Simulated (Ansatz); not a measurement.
Job for Ansatz (a first-principles code): R-SVWN5/def2-TZVPP on ClGeH2N (SMILES [NH2][Ge][Cl]), a point of a torsion scan.

Ansatz 0.2 input:
```yaml
crystal:
  periodic: [false, false, false]
  atoms:
    - {symbol: N, position_ang: [-0.70737120, -0.00335803, -0.14245674]}
    - {symbol: Ge, position_ang: [0.96962529, -0.65471624, 0.34852877]}
    - {symbol: Cl, position_ang: [0.46746549, -1.65922174, 2.23498303]}
    - {symbol: H, position_ang: [-0.98622844, 0.92016031, 0.16395917]}
    - {symbol: H, position_ang: [-1.48799468, -0.61209538, 0.08684167]}
basis:
  gaussian:
    orbitals: def2-TZVPP
hamiltonian:
  xc: {name: SVWN5}
scf: {lower_state_search: off}
```

The head of its log:

```
WARN ansatz: RAYON_NUM_THREADS=1 ignored (pool sized by the plan → 1); use --threads N
Functional definition: SVWN5
these checks for a lower state are left out or cut short: stability, starts, cluster_reference, orbital_swaps, neighbouring_geometries, increment
integrals: 0.07 GiB planned
925 factors; their error is unknown
mean field: 0.45 GiB planned
mean field evaluation 1: about -70416.3046 eV, gradient 8.0e1 eV
mean field evaluation 2: about -70342.1711 eV, gradient 1.6e2 eV
```

Question: Give the final energy of this run.

Answer: -2588.1689 hartree.
